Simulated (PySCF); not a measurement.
InF, SMILES [In][F] (connectivity only; charge and spin as stated), neutral, multiplicity 1.

Geometry: B3LYP-D3(BJ)/def2-TZVP. The def2 effective core potentials stand for the cores of In; spin–orbit coupling is left out.

Two levels are set side by side: TDDFT-PBE/def2-TZVPD (PySCF) and TDDFT-PBE0/def2-TZVPD (PySCF). Vertical, same geometry. The lowest singlet is HOMO→LUMO 97 % with PBE and HOMO→LUMO 98 % with the other functional; states are paired by order. Differences are taken from unrounded values.

```csv
quantity,TDDFT-PBE0
lowest singlet excitation (eV),5.07
lowest triplet excitation (TDA) (eV),3.72
first bright state (f over 0.05) (eV),5.07
its oscillator strength,0.22
```

Task: What does TDDFT-PBE give, and how far is it from TDDFT-PBE0? (Estimate from the structure and the level; the computed values follow.)

Result: 
```
quantity                               TDDFT-PBE  TDDFT-PBE minus TDDFT-PBE0
-------------------------------------  ---------  --------------------------
lowest singlet excitation (eV)              4.79                       -0.28
lowest triplet excitation (TDA) (eV)        3.75                        0.04
first bright state (f over 0.05) (eV)       4.79                       -0.28
its oscillator strength                     0.15                       -0.07
```

Functionals without exact exchange tend to place singlet excitations lower, as here. Differences between two approximate levels are no errors against the true value.

Rough cost on one machine, each run with all the roots and properties that it gave: TDDFT-PBE0 against TDDFT-PBE about 2 times.
